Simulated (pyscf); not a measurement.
# H₃C–SbH₂, singlet

Gas-phase minimum from PySCF at ωB97X-D3(BJ)/def2-SVP, one conformer. 

SMILES: [CH3][SbH2]
```xyz
7

C      0.8446    -0.1670     0.2118
Sb    -1.1785     0.5194    -0.1316
H      1.4530     0.6069     0.6976
H      1.2997    -0.4380    -0.7518
H      0.8160    -1.0626     0.8493
H     -0.6940     2.0325    -0.7646
H     -1.3585     1.1762     1.4372
```

Bonds (Å): C1–Sb2 2.164, C1–H3 1.098, C1–H4 1.100, C1–H5 1.100, Sb2–H6 1.710, Sb2–H7 1.710. Angles (°): Sb2–C1–H3 111.4, Sb2–C1–H4 109.0, Sb2–C1–H5 109.0, H3–C1–H4 109.4, H3–C1–H5 109.4, H4–C1–H5 108.5, C1–Sb2–H6 94.3, C1–Sb2–H7 94.3, H6–Sb2–H7 91.7.

Properties at ωB97X-D3(BJ)/def2-SVP:

Harmonic wavenumbers, unscaled: 152, 534, 566, 595, 850, 866, 867, 1253, 1451, 1454, 1997, 2000, 3086, 3195, 3213 cm⁻¹
Zero-point energy: 31.6 kcal/mol
Rotational symmetry number: 1
Entropy of this conformer at 298 K and 1 atm, rigid rotor and harmonic oscillator, modes under 100 cm⁻¹ raised to 100: 283.4 J/(mol K)
Dipole moment: 0.65 D

Single-point totals, which compare only within one level (frozen core for MP2 and CC):

```tsv
level	total energy (hartree)
ωB97X-D3(BJ)/def2-TZVP	-281.47272
PBE/def2-TZVP	-281.29166
r²SCAN/def2-TZVP	-281.42661
B3LYP-D3(BJ)/def2-TZVP	-281.46021
PBE0-D3(BJ)/def2-TZVP	-281.31716
M06-2X/def2-TZVP	-281.24413
ωB97M-D3(BJ)/def2-TZVP	-281.41969
HF/def2-TZVPP	-280.03340
MP2/def2-TZVPP	-280.57874
CCSD/def2-TZVPP	-280.59722
CCSD(T)/def2-TZVPP	-280.61489
```

Soft torsions are taken as harmonic, which can shift the entropy by several J/(mol K). The CCSD(T) − MP2 part came from Ansatz, without density fitting, on the same reference. The frozen core leaves the outer d or s,p core shells of the metals and heavy elements correlated in the MP2 and CC values, and def2-TZVPP describes them poorly, so these totals are far from the basis limit. Elements past Kr carry the def2 core potentials, without spin-orbit coupling.
